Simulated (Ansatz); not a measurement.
Stepwise reaction of `O[SiH2]S[Si](O)(O)O` with hydrogen, as a gas-phase model of exchange steps in deposition or etching. ΔE in kJ/mol.

Calculated with Ansatz (gas phase, PBE0-D4/def2-TZVP geometries, no zero-point term in ΔE). CCSD(T)/CBS adds triple-zeta CCSD(T) − MP2 to the extrapolated MP2 energy (def2 sets, frozen cores). This one scheme is used for every species. Functionals use def2-TZVPP. B3LYP here is the variant with VWN-RPA as its local correlation; programs differ in this. Each species was taken in one conformer, which may not be the lowest.

| step | reaction | PBE-D4 | B3LYP-D4 | ωB97M-V | CCSD(T)/CBS |
| --- | --- | --- | --- | --- | --- |
| 1 | `O[SiH2]S[Si](O)(O)O` + H₂ → `O[SiH2]S[SiH](O)O` + H₂O | 92.4 | 99.5 | 101.1 | 95.6 |
| 2 | `O[SiH2]S[SiH](O)O` + H₂ → `O[SiH](O)S[SiH3]` + H₂O | 82.5 | 87.6 | 87.8 | 83.5 |
| 3 | `O[SiH](O)S[SiH3]` + H₂ → `O[SiH2]S[SiH3]` + H₂O | 86.5 | 92.1 | 93.1 | 90.0 |

(1) By hand: ΔE of the 3 steps together at CCSD(T)/CBS.

Answers

(1) (95.6) + (83.5) + (90.0) = 269.1 kJ/mol, or 89.7 kJ/mol a step.

In ΔE step 2 is the lowest and step 1 the highest. All are uphill at CCSD(T)/CBS. PBE-D4 differs from CCSD(T)/CBS by -3.5 to -1.0 kJ/mol a step. Isolated molecules leave out the surface, adducts and barriers. Largest T1 diagnostic: 0.012.
